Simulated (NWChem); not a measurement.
The numbers come from NWChem runs, not from measurements. System: arsenic trifluoride (AsF3), charge 0, spin multiplicity 1, at a geometry optimised with PBE0/def2-SVP. Level: CIS/def2-SVP.

Input file:

```
start mol
memory heap 200 mb stack 900 mb global 1100 mb
geometry units angstroms nocenter noautoz
  F      0.738925    -0.489175     1.281763
  As     0.000896     0.398876     0.000000
  F      0.738925    -0.489175    -1.281763
  F     -1.481134    -0.484194     0.000000
  symmetry group Cs
end
basis spherical
  * library def2-svp
end
dft
  xc hfexch
  semidirect memsize 60000000 filesize 0
  iterations 100
end
tddft
  cis
  nroots 6
  notriplet
  thresh 1e-4
end
task tddft energy
```

Part of the output:

```
             Northwest Computational Chemistry Package (NWChem) 7.3.0
             --------------------------------------------------------

                                NWChem Input Module
                                -------------------

 Scaling coordinates for geometry "geometry" by  1.889725989
 (inverse scale =  0.529177249)

 Turning off AUTOSYM since
 SYMMETRY directive was detected!

                             Geometry "geometry" -> ""
                             -------------------------

 Output coordinates in angstroms (scale by  1.889725989 to convert to a.u.)

  No.       Tag          Charge          X              Y              Z
 ---- ---------------- ---------- -------------- -------------- --------------
    1 F                    9.0000     0.73892500    -0.48917500     1.28176300
    2 As                  33.0000     0.00089600     0.39887600     0.00000000
    3 F                    9.0000     0.73892500    -0.48917500    -1.28176300
    4 F                    9.0000    -1.48113400    -0.48419400     0.00000000

 Effective nuclear repulsion energy (a.u.)     323.4651667098

            Nuclear Dipole moment (a.u.)
            ----------------------------
        X                 Y               Z
 ---------------- ---------------- ----------------
     0.0000226767     0.0000226767     0.0000000000

      Symmetry information
      --------------------

 Group name             Cs
 Group number              2
 Group order               2
 No. of unique centers     3

      Symmetry unique atoms

     1    2    4


 Summary of "ao basis" -> "" (spherical)
 ------------------------------------------------------------------------------
       Tag                 Description            Shells   Functions and Types
 ---------------- ------------------------------  ------  ---------------------
 *                          def2-svp                  on all atoms

  xc_inp: hfexch multiplicative factor not found.

                                 NWChem DFT Module
                                 -----------------

 Summary of "ao basis" -> "ao basis" (spherical)
 ------------------------------------------------------------------------------
       Tag                 Description            Shells   Functions and Types
 ---------------- ------------------------------  ------  ---------------------
 F                          def2-svp                 6       14   3s2p1d
 As                         def2-svp                12       32   5s4p3d

 Summary of "ao basis" -> "ao basis" (spherical)
 ------------------------------------------------------------------------------
       Tag                 Description            Shells   Functions and Types
 ---------------- ------------------------------  ------  ---------------------
 F                          def2-svp                 6       14   3s2p1d
 As                         def2-svp                12       32   5s4p3d

      Symmetry analysis of basis
      --------------------------

        a'         46
        a"         28

            General Information
            -------------------
          SCF calculation type: DFT
          Wavefunction type:  closed shell.
          No. of atoms     :     4
          No. of electrons :    60
           Alpha electrons :    30
            Beta electrons :    30
          Charge           :     0
          Spin multiplicity:     1
          Use of symmetry is: off; symmetry adaption is: on
          Maximum number of iterations: 100
          AO basis - number of functions:    74
                     number of shells:    30
          Convergence on energy requested:  1.00D-06
          Convergence on density requested:  1.00D-05
          Convergence on gradient requested:  5.00D-04

              XC Information
              --------------
                     Hartree-Fock (Exact) Exchange  1.000

          Convergence Information
          -----------------------
          Convergence aids based upon iterative change in
          total energy or number of iterations.
          Levelshifting, if invoked, occurs when the
          HOMO/LUMO gap drops below (HL_TOL):  1.00D-02
          DIIS, if invoked, will attempt to extrapolate
          using up to (NFOCK): 10 stored Fock matrices.

                    Damping( 0%)  Levelshifting(0.5)       DIIS
                  --------------- ------------------- ---------------
          dE  on:    start            ASAP                start
          dE off:    2 iters        100 iters           100 iters

      Screening Tolerance Information
      -------------------------------
          Density screening/tol_rho:  1.00D-10
          AO Gaussian exp screening on grid/accAOfunc:  14
          CD Gaussian exp screening on grid/accCDfunc:  20
          XC Gaussian exp screening on grid/accXCfunc:  20
          Schwarz screening/accCoul:  1.00D-08

      Superposition of Atomic Density Guess
      -------------------------------------

 Sum of atomic energies:       -2531.73716087

      Non-variational initial energy
      ------------------------------

 Total energy =   -2531.975229
 1-e energy   =   -4177.453562
 2-e energy   =    1322.013166
 HOMO         =      -0.357112
 LUMO         =       0.053631

      Symmetry analysis of molecular orbitals - initial
      -------------------------------------------------

  Numbering of irreducible representations:

     1 a'          2 a"

  Orbital symmetries:

     1 a'          2 a'          3 a'          4 a"          5 a'
     6 a'          7 a'          8 a"          9 a'         10 a'
[...]
    1    1   30   31 a'       -0.490     0.100    16.062
    2    1   30   32 a"       -0.490     0.100    16.062
    3    1   30   33 a'       -0.490     0.217    19.245
    4    1   29   31 a"       -0.647     0.100    20.331
    5    1   29   32 a'       -0.647     0.100    20.331
    6    1   28   31 a"       -0.650     0.100    20.405
--------------------------------------------------------

  Entering Davidson iterations
  Restricted singlet excited states

  Iter   NTrls   NConv    DeltaV     DeltaE      Time
  ----  ------  ------  ---------  ---------  ---------
    1      6       0     0.14E+00   0.10+100        2.1
    2     12       0     0.86E-01   0.30E-01        2.1
    3     18       0     0.87E-01   0.12E-01        2.1
    4     24       0     0.36E-01   0.11E-01        2.2
    5     30       0     0.55E-01   0.37E-02        2.1
    6     36       0     0.51E-01   0.35E-02        3.2
    7     42       0     0.19E-01   0.11E-02        3.6
    8     48       2     0.65E-02   0.16E-03        3.6
    9     52       2     0.26E-02   0.15E-04        3.4
   10     56       2     0.87E-03   0.24E-05        3.4
   11     60       4     0.21E-03   0.20E-06        3.5
   12     62       6     0.90E-04   0.11E-07        3.3
  ----  ------  ------  ---------  ---------  ---------
  Convergence criterion met

  Ground state a'      -2532.050191347331 a.u.

  ----------------------------------------------------------------------------
  Root   1 singlet a'             0.335765244 a.u.                9.1366 eV
  ----------------------------------------------------------------------------
     Transition Moments    X -1.22982   Y  0.00277   Z -0.00000
     Transition Moments   XX  0.35904  XY -1.61325  XZ -0.00000
     Transition Moments   YY  0.00727  YZ -0.00000  ZZ -0.36631
     Dipole Oscillator Strength                    0.3385561513
     Electric Quadrupole                           0.0000005511
     Magnetic Dipole                               0.0000068771
     Total Oscillator Strength                     0.3385635796

          sigma_e =   1.5565 Angstrom
          sigma_h =   1.5154 Angstrom
         |d_h->e| =   0.1212 Angstrom
            d_exc =   2.1138 Angstrom
            d_CD1 =   0.1623 Angstrom
            d_CD2 =  -1.4147 Angstrom
            d_CD3 =   2.2350 Angstrom
     Pearson C.C. =   0.0563

     Occ.   27  a'  ---  Virt.   33  a'      -0.11327
     Occ.   29  a"  ---  Virt.   32  a"       0.10332
     Occ.   30  a'  ---  Virt.   31  a'       0.97470
     Occ.   30  a'  ---  Virt.   37  a'      -0.06998
  ----------------------------------------------------------------------------
  Root   2 singlet a"             0.335766170 a.u.                9.1367 eV
  ----------------------------------------------------------------------------
     Transition Moments    X  0.00000   Y -0.00000   Z -1.22984
     Transition Moments   XX -0.00000  XY  0.00000  XZ -0.36992
     Transition Moments   YY -0.00000  YZ -1.61165  ZZ  0.00000
     Dipole Oscillator Strength                    0.3385644122
     Electric Quadrupole                           0.0000005512
     Magnetic Dipole                               0.0000068771
     Total Oscillator Strength                     0.3385718405

          sigma_e =   1.5565 Angstrom
          sigma_h =   1.5154 Angstrom
         |d_h->e| =   0.1212 Angstrom
            d_exc =   2.1138 Angstrom
            d_CD1 =   0.1623 Angstrom
            d_CD2 =  -1.4147 Angstrom
            d_CD3 =   2.2350 Angstrom
     Pearson C.C. =   0.0563

     Occ.   28  a"  ---  Virt.   33  a'      -0.11328
     Occ.   29  a"  ---  Virt.   31  a'      -0.10332
     Occ.   30  a'  ---  Virt.   32  a"       0.97470
     Occ.   30  a'  ---  Virt.   36  a"      -0.06998
  ----------------------------------------------------------------------------
  Root   3 singlet a'             0.420633412 a.u.               11.4460 eV
  ----------------------------------------------------------------------------
     Transition Moments    X -0.00251   Y -1.11319   Z -0.00000
     Transition Moments   XX  0.73518  XY -0.00784  XZ -0.00000
     Transition Moments   YY -2.74624  YZ  0.00000  ZZ  0.73521
     Dipole Oscillator Strength                    0.3474976055
     Electric Quadrupole                           0.0000016012
     Magnetic Dipole                               0.0000000000
     Total Oscillator Strength                     0.3474992067

          sigma_e =   1.5675 Angstrom
          sigma_h =   1.5492 Angstrom
         |d_h->e| =   0.2894 Angstrom
            d_exc =   2.1418 Angstrom
            d_CD1 =   0.3077 Angstrom
            d_CD2 =  -1.2690 Angstrom
            d_CD3 =   2.4312 Angstrom
     Pearson C.C. =   0.0728

     Occ.   24  a'  ---  Virt.   33  a'       0.10654
     Occ.   25  a"  ---  Virt.   32  a"      -0.11551
     Occ.   26  a'  ---  Virt.   31  a'       0.11551
     Occ.   30  a'  ---  Virt.   33  a'       0.96205
     Occ.   30  a'  ---  Virt.   34  a'       0.08375
     Occ.   30  a'  ---  Virt.   35  a'       0.08879
  ----------------------------------------------------------------------------
  Root   4 singlet a"             0.448864510 a.u.               12.2142 eV
  ----------------------------------------------------------------------------
     Transition Moments    X  0.00000   Y  0.00000   Z  0.11381
     Transition Moments   XX  0.00000  XY -0.00000  XZ -0.64894
     Transition Moments   YY  0.00000  YZ -0.14456  ZZ -0.00000
     Dipole Oscillator Strength                    0.0038758284
     Electric Quadrupole                           0.0000002129
     Magnetic Dipole                               0.0000000171
     Total Oscillator Strength                     0.0038760584

          sigma_e =   1.5310 Angstrom
          sigma_h =   1.5764 Angstrom
         |d_h->e| =   0.9878 Angstrom
            d_exc =   2.2806 Angstrom
            d_CD1 =   1.0332 Angstrom
            d_CD2 =  -0.5659 Angstrom
            d_CD3 =   3.2684 Angstrom
     Pearson C.C. =   0.1250

     Occ.   22  a"  ---  Virt.   31  a'      -0.05273
     Occ.   22  a"  ---  Virt.   33  a'      -0.16994
     Occ.   23  a'  ---  Virt.   32  a"       0.05276
     Occ.   24  a'  ---  Virt.   32  a"      -0.11643
     Occ.   25  a"  ---  Virt.   31  a'       0.08733
     Occ.   25  a"  ---  Virt.   33  a'       0.28739
     Occ.   25  a"  ---  Virt.   34  a'      -0.05237
     Occ.   26  a'  ---  Virt.   32  a"      -0.08742
     Occ.   27  a'  ---  Virt.   32  a"      -0.43564
     Occ.   28  a"  ---  Virt.   31  a'      -0.43553
     Occ.   29  a"  ---  Virt.   31  a'      -0.66141
     Occ.   29  a"  ---  Virt.   37  a'       0.06705
     Occ.   29  a"  ---  Virt.   42  a'       0.06439
  ----------------------------------------------------------------------------
  Root   5 singlet a'             0.448864679 a.u.               12.2142 eV
  ----------------------------------------------------------------------------
     Transition Moments    X  0.11379   Y -0.00025   Z -0.00000
     Transition Moments   XX  0.64793  XY -0.14748  XZ  0.00000
     Transition Moments   YY  0.00067  YZ  0.00000  ZZ -0.64858
     Dipole Oscillator Strength                    0.0038745503
     Electric Quadrupole                           0.0000002129
     Magnetic Dipole                               0.0000000171
     Total Oscillator Strength                     0.0038747802

          sigma_e =   1.5310 Angstrom
          sigma_h =   1.5764 Angstrom
         |d_h->e| =   0.9879 Angstrom
            d_exc =   2.2806 Angstrom
            d_CD1 =   1.0332 Angstrom
            d_CD2 =  -0.5658 Angstrom
            d_CD3 =   3.2685 Angstrom
     Pearson C.C. =   0.1250

     Occ.   22  a"  ---  Virt.   32  a"      -0.05274
     Occ.   23  a'  ---  Virt.   31  a'      -0.05273
     Occ.   23  a'  ---  Virt.   33  a'       0.16995
     Occ.   24  a'  ---  Virt.   31  a'      -0.11645
     Occ.   25  a"  ---  Virt.   32  a"       0.08738
     Occ.   26  a'  ---  Virt.   31  a'       0.08738
     Occ.   26  a'  ---  Virt.   33  a'      -0.28737
     Occ.   26  a'  ---  Virt.   34  a'       0.05237
     Occ.   27  a'  ---  Virt.   31  a'       0.43559
     Occ.   28  a"  ---  Virt.   32  a"      -0.43556
     Occ.   29  a"  ---  Virt.   32  a"       0.66142
     Occ.   29  a"  ---  Virt.   36  a"      -0.06705
     Occ.   29  a"  ---  Virt.   41  a"      -0.06439
  ----------------------------------------------------------------------------
  Root   6 singlet a"             0.451943373 a.u.               12.2980 eV
  ----------------------------------------------------------------------------
     Transition Moments    X  0.00000   Y  0.00000   Z -0.00001
     Transition Moments   XX  0.00000  XY -0.00000  XZ  0.00013
     Transition Moments   YY -0.00000  YZ  0.00003  ZZ  0.00000
     Dipole Oscillator Strength                    0.0000000000
     Electric Quadrupole                           0.0000000000
     Magnetic Dipole                               0.0000034370
     Total Oscillator Strength                     0.0000034370

          sigma_e =   1.5279 Angstrom
          sigma_h =   1.6211 Angstrom
         |d_h->e| =   0.8062 Angstrom
            d_exc =   2.1966 Angstrom
            d_CD1 =   0.8993 Angstrom
            d_CD2 =  -0.7683 Angstrom
            d_CD3 =   3.0028 Angstrom
     Pearson C.C. =   0.1589

     Occ.   22  a"  ---  Virt.   31  a'       0.12468
     Occ.   23  a'  ---  Virt.   32  a"       0.12465
     Occ.   25  a"  ---  Virt.   31  a'      -0.31483
     Occ.   26  a'  ---  Virt.   32  a"      -0.31484
     Occ.   27  a'  ---  Virt.   32  a"      -0.49577
     Occ.   27  a'  ---  Virt.   36  a"       0.05890
     Occ.   28  a"  ---  Virt.   31  a'       0.49590
     Occ.   28  a"  ---  Virt.   37  a'      -0.05890
     Occ.   29  a"  ---  Virt.   33  a'       0.48437
     Occ.   29  a"  ---  Virt.   34  a'      -0.07831
     Occ.   29  a"  ---  Virt.   35  a'       0.06269
     Occ.   29  a"  ---  Virt.   40  a'       0.06039

              Target root =      1
          Target symmetry = none
      Ground state energy =  -2532.050191347331
        Excitation energy =      0.335765244104
     Excited state energy =  -2531.714426103227

  stored tddft:energy   -2531.7144261032267

 Task  times  cpu:       36.3s     wall:       36.3s

 Total times  cpu:       36.3s     wall:       36.3s
```
